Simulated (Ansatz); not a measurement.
Reaction (redistribution): `[CH3][SnH]([OH])[SH]` + `[Br][AlH][Br]` → `[CH3][SnH]([OH])[Br]` + `[SH][AlH][Br]`

Isolated molecules relaxed with PBE0-D4/def2-TZVP in Ansatz; ΔE leaves out vibrations. CBS: MP2 limit from def2 TZ/QZ plus the TZ coupled-cluster correction, frozen cores. DFT in def2-TZVPP. B3LYP here is the variant with VWN-RPA as its local correlation; programs differ in this. HSE06 is defined as in plane-wave codes. def2 core potentials past Kr. For Br, Sn outer-core shells are correlated without core-valence functions, which leaves a few kJ/mol of doubt a bond. Scalar relativity is left out up to krypton. Each species was taken in one conformer, which may not be the lowest.

| level | ΔE (kcal/mol) | difference from CCSD(T)/CBS |
| --- | --- | --- |
| LDA (SPW92) | -0.8 | -0.4 |
| PBE-D4 | -0.9 | -0.5 |
| revPBE-D4 | -0.8 | -0.4 |
| BLYP-D4 | -0.9 | -0.5 |
| r2SCAN-D4 | -0.9 | -0.5 |
| B97M-V | -1.2 | -0.8 |
| PBE0-D4 | -0.8 | -0.4 |
| B3LYP-D4 | -0.9 | -0.5 |
| r2SCANh-D4 | -0.9 | -0.5 |
| r2SCAN0-D4 | -0.8 | -0.4 |
| HSE06-D4 | -0.8 | -0.4 |
| BHLYP-D4 | -0.9 | -0.5 |
| CAM-B3LYP-D4 | -0.8 | -0.4 |
| ωB97X-V | -0.9 | -0.5 |
| ωB97M-V | -0.6 | -0.2 |
| PBE-QIDH | -0.5 | -0.1 |
| PBE | -0.9 | -0.5 |
| revPBE | -0.9 | -0.5 |
| BLYP | -1.0 | -0.6 |
| r2SCAN | -0.9 | -0.5 |
| PBE0 | -0.9 | -0.5 |
| r2SCANh | -0.9 | -0.5 |
| r2SCAN0 | -0.8 | -0.4 |
| HSE06 | -0.9 | -0.5 |
| BHLYP | -1.0 | -0.6 |
| CAM-B3LYP | -0.9 | -0.5 |
| RPA@PBE/def2-TZVPP | 0.1 | 0.5 |
| HF/def2-SVP | -0.8 | -0.4 |
| CCSD(T)/def2-SVP | -0.7 | -0.3 |
| HF/def2-TZVPP | -1.2 | -0.8 |
| MP2/def2-TZVPP | 0.2 | 0.6 |
| SCS-MP2/def2-TZVPP | 0.0 | 0.4 |
| CCSD/def2-TZVPP | -0.1 | 0.3 |
| CCSD(T)/def2-TZVPP | 0.0 | 0.4 |
| HF/def2-QZVPP | -1.2 | -0.8 |
| MP2/def2-QZVPP | 0.0 | 0.4 |
| SCS-MP2/def2-QZVPP | -0.2 | 0.2 |
| HF/CBS(def2) | -1.2 | -0.8 |
| MP2/CBS(def2) | -0.1 | 0.3 |
| CCSD/CBS(def2) | -0.5 | -0.1 |
| CCSD(T)/CBS | -0.4 | 0 |

Largest T1 diagnostic among the species: 0.012.

In def2-TZVPP, CCSD(T) changes the Hartree–Fock value by +1.2 kcal/mol (the triples alone add +0.1 kcal/mol) and MP2 by +1.5 kcal/mol. Leaving LDA and LC-ωPBE aside and taking each functional with its dispersion term where it has one, the values spread over 0.7 kcal/mol, from B97M-V to PBE-QIDH.
